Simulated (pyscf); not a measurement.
**H₂N–AlH–OH (SMILES [NH2][AlH][OH]), singlet**

Gas-phase minimum from PySCF at ωB97X-D3(BJ)/def2-SVP, one conformer. 

```
Al
O 1 1.7075
H 2 0.9582 1 126.40
N 1 1.7675 2 116.90 3 179.63
H 4 1.0141 1 125.03 2 179.96
H 4 1.0146 5 110.15 1 -179.98
H 1 1.5811 2 122.47 3 -0.39
```

Properties at ωB97X-D3(BJ)/def2-SVP:

- Harmonic wavenumbers, unscaled: 222, 289, 360, 431, 500, 536, 625, 734, 789, 934, 1535, 1980, 3627, 3716, 4000 cm⁻¹
- Zero-point energy: 29.0 kcal/mol
- Rotational symmetry number: 1
- Entropy of this conformer at 298 K and 1 atm, rigid rotor and harmonic oscillator, modes under 100 cm⁻¹ raised to 100: 289.9 J/(mol K)
- Dipole moment: 0.30 D

Single-point totals, which compare only within one level (frozen core for MP2 and CC):

```json
[
 {"level": "ωB97X-D3(BJ)/def2-TZVP", "total energy (hartree)": "-375.02455"},
 {"level": "PBE/def2-TZVP", "total energy (hartree)": "-374.67780"},
 {"level": "r²SCAN/def2-TZVP", "total energy (hartree)": "-374.87301"},
 {"level": "B3LYP-D3(BJ)/def2-TZVP", "total energy (hartree)": "-375.00378"},
 {"level": "PBE0-D3(BJ)/def2-TZVP", "total energy (hartree)": "-374.70751"},
 {"level": "M06-2X/def2-TZVP", "total energy (hartree)": "-374.89612"},
 {"level": "ωB97M-D3(BJ)/def2-TZVP", "total energy (hartree)": "-375.04044"},
 {"level": "HF/def2-TZVPP", "total energy (hartree)": "-373.72386"},
 {"level": "MP2/def2-TZVPP", "total energy (hartree)": "-374.26625"},
 {"level": "CCSD/def2-TZVPP", "total energy (hartree)": "-374.28473"},
 {"level": "CCSD(T)/def2-TZVPP", "total energy (hartree)": "-374.30381"}
]
```

The CCSD(T) − MP2 part came from Ansatz, without density fitting, on the same reference.
